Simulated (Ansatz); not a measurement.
`CC[CH2][SnH3]`, relaxed with RKS PBE-D4/def2-SVP in Ansatz from a rough embedded geometry. The force threshold is 0.03 eV/Å; the program also tests the step.

Charge 0, multiplicity 1. Sn: def2 effective core potential.

Start:

```xyz
14

C    -1.647   -0.434   -1.197
C    -0.259   -0.468   -0.671
C    -0.129    0.501    0.472
Sn    1.813    0.471    1.364
H    -1.719   -1.139   -2.112
H    -2.430   -0.742   -0.500
H    -1.926    0.581   -1.610
H    -0.061   -1.476   -0.299
H     0.445   -0.224   -1.444
H    -0.861    0.202    1.320
H    -0.354    1.516    0.170
H     2.971    0.882    0.077
H     2.192   -1.195    1.798
H     1.967    1.526    2.632
```

```tsv
step	energy (eV)	largest force (eV/Å)	largest move (Å)
1	-9097.3518	2.254	0.000
2	-9097.6150	0.806	0.156
3	-9097.6528	0.254	0.078
4	-9097.6578	0.021	0.018
```

End:

```xyz
14

C    -1.713   -0.453   -1.273
C    -0.296   -0.479   -0.690
C    -0.123    0.481    0.494
Sn    1.880    0.455    1.357
H    -1.818   -1.151   -2.129
H    -2.466   -0.742   -0.511
H    -1.981    0.562   -1.634
H    -0.047   -1.517   -0.375
H     0.436   -0.228   -1.490
H    -0.835    0.236    1.310
H    -0.337    1.527    0.190
H     3.040    0.908    0.154
H     2.253   -1.146    1.903
H     2.007    1.546    2.695
```

Hardware: 4 threads of an Arm Neoverse V1 on a shared host. Wall time 7 s, peak host memory 0.15 GiB.
